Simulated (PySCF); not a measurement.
# Cost of response and excited-state runs on SMILES O=C[c-]1cccc1, [C₆H₅O]-, charge -1

Structure with atom numbers: `[O:1]=[CH:2][c-:3]1[cH:4][cH:5][cH:6][cH:7]1` (H(Xn): hydrogen on atom n).

PySCF with density fitting, on 1 thread of an Arm Neoverse N1, shared host. Command: `OMP_NUM_THREADS=1 python excited_run.py task.json out`

Question: How long does each of these runs take, and how much memory?
- first hyperpolarisability, B3LYP/def2-SVPD; wavelengths [1550, 1064, 694.3] nm; writes grids
- excited states, wB97X-D/def2-SVP; Tamm-Dancoff; spin-orbit couplings; 5 states; 6 triplets; quadratic response for 4 states; writes grids
- excited states, B3LYP/def2-SVPD; two-photon moments; 6 states; quadratic response for 5 states; 0 triplets

Answer: 
```tsv
run	level	basis functions	wall time	peak memory (GiB)
first hyperpolarisability	B3LYP/def2-SVPD	183	41 s	0.68
excited states	wB97X-D/def2-SVP	123	26 s	0.56
excited states	B3LYP/def2-SVPD	183	36 s	0.67
```
Times from a shared host are rough.
